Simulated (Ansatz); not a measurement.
Computed with Ansatz (a quantum-chemistry and plane-wave program) with frozen-core CCSD(T)/def2-TZVPP // BP86-D3(BJ)/def2-SVP.

Ansatz 0.2 input:
```yaml
crystal:
  periodic: [false, false, false]
  atoms:
    - { symbol: Sc, position_ang: [-0.004498, -0.037425, 0.089872] }
    - { symbol: F, position_ang: [-0.197639, -1.780256, 0.675841] }
    - { symbol: O, position_ang: [1.428434, 0.957151, 0.733429] }
    - { symbol: H, position_ang: [2.119856, 1.574002, 1.014981] }
    - { symbol: O, position_ang: [-1.279908, 0.651179, -1.077414] }
    - { symbol: H, position_ang: [-1.84927, 1.171814, -1.662946] }
basis:
  gaussian: { orbitals: def2-TZVPP }
correlation:
  method: ccsd_t
```

Output:

```
Functional definition: HF
1206 factors; integrals over basis functions are off by at most 9.4e-4 eV
mean field evaluation 1: about -27487.5131 eV, gradient 6.9e1 eV
mean field evaluation 2: about -27487.5903 eV, gradient 6.9e1 eV
mean field evaluation 4: about -27495.3184 eV, gradient 2.1e0 eV
mean field evaluation 8: about -27495.3764 eV, gradient 1.9e-1 eV
mean field evaluation 16: about -27487.5129 eV, gradient 6.9e1 eV
mean field -27495.37662420 eV, -1010.4364539036 hartree, gradient 1.8e-6 eV, S^2 0.000000; 0 other end points of the search recorded, 0 dependent functions left out
8 core orbitals not correlated
reference -27495.37662420 eV, -1010.4364539036 hartree; 16, 16 occupied and 161, 161 virtual orbitals, 1206 factors
second order -28.32113588 eV of doubles, -0.00000000 eV of singles
cycle   1  -27.79384591 eV  change    5.3e-1 eV  update   1.4e-1
cycle   2  -28.41586323 eV  change   -6.2e-1 eV  update   5.5e-2
cycle   3  -28.59529122 eV  change   -1.8e-1 eV  update   2.5e-2
cycle   4  -28.58954830 eV  change    5.7e-3 eV  update   7.9e-3
cycle   5  -28.57820948 eV  change    1.1e-2 eV  update   2.9e-3
cycle   6  -28.57931938 eV  change   -1.1e-3 eV  update   1.1e-3
cycle   7  -28.57937346 eV  change   -5.4e-5 eV  update   3.2e-4
cycle   8  -28.57914139 eV  change    2.3e-4 eV  update   1.3e-4
cycle   9  -28.57917154 eV  change   -3.0e-5 eV  update   4.3e-5
cycle  10  -28.57922084 eV  change   -4.9e-5 eV  update   1.8e-5
cycle  11  -28.57918495 eV  change    3.6e-5 eV  update   7.2e-6
perturbative correction -1.00563639 eV, -0.0369564558 hartree
Total energy: -27524.96144554 eV, -1011.5236760346 hartree
```

Cost: roughly 2.1 core-minutes.
